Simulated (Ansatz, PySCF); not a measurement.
This Ansatz (a quantum-chemistry and plane-wave program) input computes a r2SCAN/def2-TZVPD energy:

Ansatz 0.2 input:
```yaml
crystal:
  periodic: [false, false, false]
  atoms:
    - {symbol: Si, position_ang: [0.35397185, -0.19609196, -0.04027398]}
    - {symbol: C, position_ang: [-1.11287934, -0.92829987, -0.95271794]}
    - {symbol: O, position_ang: [-0.08918613, -0.18847530, 1.55140301]}
    - {symbol: O, position_ang: [0.62911321, 1.39046493, -0.46024757]}
    - {symbol: H, position_ang: [-0.92740196, -0.96878892, -2.02670168]}
    - {symbol: H, position_ang: [-1.99063626, -0.30225445, -0.76879018]}
    - {symbol: H, position_ang: [-1.32079849, -1.93808744, -0.59693360]}
    - {symbol: H, position_ang: [0.43277014, 0.35152095, 2.15172083]}
    - {symbol: H, position_ang: [1.20831996, 1.55677965, -1.20839556]}
basis:
  gaussian:
    orbitals: def2-TZVPD
hamiltonian:
  xc: {name: r2SCAN}
magnetization: {spin_polarized: true, initial_magnetization: 1}
output: {forces: true}
```

Task: Write an input for the same energy in PySCF and say what it gives.

Result: 
```python
from pyscf import gto, scf, dft

mol = gto.M(
    atom='''
    Si    0.35397185   -0.19609196   -0.04027398
    C    -1.11287934   -0.92829987   -0.95271794
    O    -0.08918613   -0.18847530    1.55140301
    O     0.62911321    1.39046493   -0.46024757
    H    -0.92740196   -0.96878892   -2.02670168
    H    -1.99063626   -0.30225445   -0.76879018
    H    -1.32079849   -1.93808744   -0.59693360
    H     0.43277014    0.35152095    2.15172083
    H     1.20831996    1.55677965   -1.20839556
    ''',
    basis='def2-tzvpd',
    charge=0,
    spin=1,
    verbose=4,
)

mf = dft.UKS(mol, xc='r2scan').density_fit(auxbasis='def2-universal-jkfit')
mf.grids.level = 4
mf.conv_tol = 1e-9
mf.max_cycle = 100
mf.max_memory = 1500
mf.kernel()
if not mf.converged:
    mf = mf.newton()
    mf.kernel(mf.make_rdm1())
for _ in range(2):
    mo, _, stable, _ = mf.stability(return_status=True)
    if stable:
        break
    mf.kernel(mf.make_rdm1(mo, mf.mo_occ))
mf.analyze()
```
It gives -481.09145 Eh, and Ansatz -481.09134 Eh, a difference of 0.11 mEh, from the treatment of integrals and grids.

It need not be the lowest isomer of its formula.
